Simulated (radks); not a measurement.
Values are calculated unless marked as measured or tabulated.
Coulomb parameter of the 4f shell of neutral ytterbium in the model configuration [Xe] 4f12 6s2 6p2, as a second difference U = [E(n + 0.5) + E(n - 0.5) - 2 E(n)] / (0.5)^2 with all orbitals relaxed. "Bare": the charge of the atom changes with n. "Screened": the 6p shell takes up the change at fixed total charge, which measures U(4f,4f) + U(6p,6p) - 2 U(4f,6p). Code: a radial shooting solver on a logarithmic mesh with Libxc functionals. Model: scalar-relativistic Kohn-Sham, r2SCAN, spin-unpolarised, spherical densities, finite nucleus; meta-GGA in the generalised Kohn-Sham scheme; Fermi nuclear charge, rms radius 5.3108 fm.

[
 {"case": "start", "configuration": "[Xe] 4f12 6s2 6p2", "E - E(n) (eV)": "0.000"},
 {"case": "bare +0.5", "configuration": "[Xe] 4f12.5 6s2 6p2", "E - E(n) (eV)": "-10.081"},
 {"case": "bare -0.5", "configuration": "[Xe] 4f11.5 6s2 6p2", "E - E(n) (eV)": "14.432"},
 {"case": "screened +0.5", "configuration": "[Xe] 4f12.5 6s2 6p1.5", "E - E(n) (eV)": "-9.247"},
 {"case": "screened -0.5", "configuration": "[Xe] 4f11.5 6s2 6p2.5", "E - E(n) (eV)": "11.988"}
]

U(bare) = 17.405 eV, U(screened by 6p) = 10.963 eV, against the Slater integral F0(4f,4f) = 36.100 eV with frozen orbitals. The step up makes a negative ion, whose loosely bound charge lowers the bare value.
